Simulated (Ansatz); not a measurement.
Isolated molecules relaxed with PBE0-D4/def2-TZVP in Ansatz; ΔE leaves out vibrations. CCSD(T)/CBS is the MP2 limit (def2-TZVPP, def2-QZVPP) plus CCSD(T) − MP2 in def2-TZVPP, frozen cores. DFT in def2-TZVPP. For As, Br outer-core shells are correlated without core-valence functions, which leaves a few kJ/mol of doubt a bond. Scalar relativity is left out up to krypton. One conformer a species, not always the lowest.

`[OH][Al]([Br])[O][SiH3]` + `C[AsH]C` → `C[As](C)[SiH3]` + `[OH][Al]([OH])[Br]`  (ligand exchange at the Si–O bond)

`[OH][Al]([Br])[O][SiH3]`:

Z-matrix (Å, degrees):
```
Si
O 1 1.630
H 1 1.486 2 109.4
H 1 1.487 2 110.8 3 120.3
H 1 1.486 2 109.4 3 -119.5
Al 2 1.672 1 158.8 3 -116.5
Br 6 2.233 2 120.1 1 1.2
O 6 1.680 2 122.1 1 -178.8
H 8 0.956 6 122.9 2 0.0
```

`C[AsH]C`:

Cartesian coordinates in Å:
```
C 1.077 0.877 -0.549
As 0.077 0.425 1.085
C -0.854 -1.163 0.386
H 1.886 0.156 -0.670
H 1.514 1.870 -0.439
H 0.440 0.857 -1.433
H -1.074 1.392 0.820
H -0.135 -1.980 0.309
H -1.636 -1.458 1.085
H -1.294 -0.976 -0.594
```

`C[As](C)[SiH3]`:

Cartesian coordinates in Å:
```
C 1.426 1.053 -0.149
As 0.729 -0.639 0.595
C -0.803 0.124 1.583
Si -0.504 -1.251 -1.320
H 2.182 0.830 -0.902
H 0.636 1.659 -0.596
H 1.897 1.614 0.659
H -1.379 0.819 0.971
H -1.450 -0.685 1.923
H -0.418 0.649 2.458
H -1.387 -2.407 -1.006
H -1.353 -0.121 -1.800
H 0.424 -1.644 -2.415
```

`[OH][Al]([OH])[Br]`:

Z-matrix (Å, degrees):
```
Al
O 1 1.680
Br 1 2.252 2 120.9
O 1 1.680 2 118.2 3 180.0
H 2 0.956 1 122.6 3 0.0
H 4 0.956 1 122.6 2 180.0
```

**Question.** Is it downhill or uphill in electronic energy at CCSD(T)/CBS, and by how much? (Best estimate.)

**Answer.** Computed: Uphill: ΔE = +79.3 kJ/mol.

**Question.** What do these levels give: LDA (SPW92), PBE-QIDH, r2SCAN, HF/def2-QZVPP, MP2/CBS(def2), CCSD/CBS(def2)? (An estimate is asked.)

**Answer.** Ansatz gave: LDA (SPW92) 60.2, PBE-QIDH 76.8, r2SCAN 75.6, HF/def2-QZVPP 116.3, MP2/CBS(def2) 77.7, CCSD/CBS(def2) 84.5 kJ/mol.

**Question.** What do rigid-rotor, harmonic-oscillator terms from PBE0-D4/def2-TZVP frequencies (298.15 K, 1 bar) make of the CCSD(T)/CBS value? (An estimate is asked.)

**Answer.** Computed: ΔZPE = +2.5 kJ/mol, ΔH = +82.5 kJ/mol, ΔS = -22 J/(mol·K), ΔG = +89.0 kJ/mol. Modes under 50 cm⁻¹ make the entropy rough.

Largest T1 diagnostic among the species: 0.011.

At CCSD(T), def2-SVP lies +6.3 kJ/mol from the extrapolated value and def2-TZVPP +2.6 kJ/mol. The D4 term adds −6.2 kJ/mol with B3LYP and −3.3 kJ/mol with PBE0; it sums over pairs of atoms, weighted by their polarisabilities, and B3LYP, whose exchange is more repulsive, gets the larger term.

B3LYP here is the variant with VWN-RPA as its local correlation; programs differ in this.
